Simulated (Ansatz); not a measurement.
`CO[Si@@H](N)[Si@@H](N)OC` + `O[Si](F)([SiH3])Cl` → `CO[Si@@H](N)[Si@H](N)F` + `CO[Si](O)([SiH3])Cl`  (redistribution)

Gas-phase electronic energies from Ansatz, PBE0-D4/def2-TZVP geometries. CCSD(T)/CBS is the MP2 limit (def2-TZVPP, def2-QZVPP) plus CCSD(T) − MP2 in def2-TZVPP, frozen cores. Functionals use def2-TZVPP. B3LYP here is the variant with VWN-RPA as its local correlation; programs differ in this. Each species was taken in one conformer, which may not be the lowest.

```
          level  ΔE (kcal/mol)
       B3LYP-D4           -4.5
         B2PLYP           -4.1
CCSD/def2-TZVPP           -3.9
  HF/def2-QZVPP           -4.0
```

Q: What does CCSD(T)/CBS give? (An estimate is asked.)

A: Ansatz gave: -4.5 kcal/mol. The listed levels differ from it by 0.0, 0.4, 0.6, 0.5 kcal/mol.

Largest T1 diagnostic among the species: 0.012.
